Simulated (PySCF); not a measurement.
Compound: C10H8N2.
Atom-mapped SMILES: `[cH:1]1[cH:2][cH:3][c:4](-[c:5]2[cH:6][cH:7][n:8][n:9][cH:10]2)[cH:11][cH:12]1`

NICS = −σ at a ghost point: NICS(0) at the centroid of the ring atoms, NICS(1) 1 Å to either side along the normal of their mean plane, zz for the tensor component along that normal. Level: GIAO PBE0/pcSseg-1 (PySCF, non-relativistic, gas phase) on the GFN2-xTB geometry, one conformer.

Ring bond lengths (Å), with Mayer bond orders in brackets: C1–C2 1.385 (1.43), C2–C3 1.382 (1.45), C3–C4 1.393 (1.40), C4–C11 1.394 (1.40), C11–C12 1.382 (1.45), C12–C1 1.385 (1.43); C5–C6 1.389 (1.44), C6–C7 1.391 (1.35), C7–N8 1.319 (1.51), N8–N9 1.300 (1.31), N9–C10 1.315 (1.52), C10–C5 1.404 (1.31).

Q: Give the NICS values of each ring in ppm.

A: 
```tsv
ring	type	NICS(0)	NICS(1), two faces	NICS(1)zz, two faces	rms pucker (Å)	centre to ring atoms, mean (Å)
C1–C2–C3–C4–C11–C12	6-membered carbocycle; formal bonds all aromatic	-8.1	-11.0 / -11.0	-28.1 / -28.1	0.00	1.39
C5–C6–C7–N8–N9–C10	6-membered ring with 2 N; formal bonds all aromatic	-5.3	-11.0 / -10.9	-27.3 / -27.0	0.01	1.35
```

Q: What can be read from them?

A: 
- C1–C2–C3–C4–C11–C12: mean NICS(1)zz -28.1 ppm, shielded. The ring is flat and has no four-coordinate atom; by the NICS criterion it is aromatic.
- C5–C6–C7–N8–N9–C10: mean NICS(1)zz -27.1 ppm, shielded. For a flat ring without four-coordinate atoms the NICS criterion counts such a value as aromatic. NICS(0) lies 6 ppm above the mean NICS(1).

Q: What does the geometric index give? HOMA takes Krygowski's 1993 parameters.

A: 
- C1–C2–C3–C4–C11–C12: HOMA 0.99 = 1 − EN − GEO, with mean bond length 1.387 Å, EN = α(Ropt − mean)² = 0.000 and GEO = α × variance = 0.006. The geometric and the magnetic index point the same way.
- C5–C6–C7–N8–N9–C10: HOMA 0.98; the largest term is that of C10–C5, α(R − Ropt)² = 0.07. The geometric and the magnetic index point the same way.

Q: What field does 1 T along the ring normal induce along that normal at the second NICS(1) probe listed for ring C1–C2–C3–C4–C11–C12, 1 Å off the ring?

A: NICSzz × B0 = -28.1 ppm × 1 T = -28 μT, against the applied field.

Q: Give the inner angles of the rings and the Hirshfeld charges of the ring atoms.

A: 
- C1–C2–C3–C4–C11–C12: C1 119.8° (-0.042 e), C2 120.2° (-0.044 e), C3 120.3° (-0.045 e), C4 119.1° (-0.001 e), C11 120.3° (-0.044 e), C12 120.2° (-0.043 e); sum 720.0° against 720° for a flat convex ring.
- C5–C6–C7–N8–N9–C10: C5 115.3° (+0.013 e), C6 117.4° (-0.037 e), C7 123.1° (+0.012 e), N8 120.0° (-0.112 e), N9 120.8° (-0.108 e), C10 123.4° (+0.011 e); sum 720.0° against 720° for a flat convex ring.

Shape of the structure used: `[cH:1]1[cH:2][cH:3][c:4](-[c:5]2[cH:6][cH:7][n:8][n:9][cH:10]2)[cH:11][cH:12]1`: C3–C4–C5–C6 39°.
